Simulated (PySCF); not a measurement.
SMILES C=C[SiH2][Si](C)(C)C (GFN2-xTB optimised geometry):

```
21

C      2.572     1.433     1.572
C      2.086     0.203     1.542
Si     1.446    -0.671     0.000
Si    -0.888    -0.671     0.000
C     -1.582    -1.565    -1.542
C     -1.591    -1.557     1.544
C     -1.578     1.114     0.000
H      2.664     2.023     0.674
H      2.905     1.912     2.481
H      2.018    -0.340     2.478
H      2.035     0.007    -1.165
H      2.031    -2.023     0.021
H     -2.668    -1.564    -1.554
H     -1.245    -1.089    -2.457
H     -1.256    -2.601    -1.575
H     -2.678    -1.572     1.541
H     -1.251    -2.588     1.596
H     -1.275    -1.064     2.458
H     -2.664     1.130     0.029
H     -1.268     1.655    -0.889
H     -1.219     1.671     0.861
```

Computed with CAM-B3LYP/def2-SVP run with PySCF.

Question: What are the frontier orbital energies and the dipole moment?

Answer: HOMO-2 -9.78 eV, HOMO-1 -9.60 eV, HOMO -8.47 eV, LUMO 1.06 eV, LUMO+1 1.96 eV; dipole moment 0.81 D.

On the same geometry PySCF 2.14.0 with PBE/def2-SVP gives HOMO-2 -7.12 eV, HOMO-1 -6.98 eV, HOMO -6.12 eV, LUMO -1.12 eV, LUMO+1 0.00 eV; dipole moment 0.93 D.

Meta-Löwdin charges at CAM-B3LYP/def2-SVP: C1 -0.19, C2 -0.31, Si3 0.37, Si4 0.69, C5 -0.54, C6 -0.53, C7 -0.53, H8 0.10, H9 0.10, H10 0.10, H11 -0.10, H12 -0.10, H13 0.11, H14 0.11, H15 0.11, H16 0.11, H17 0.11, H18 0.11, H19 0.11, H20 0.11, H21 0.11.
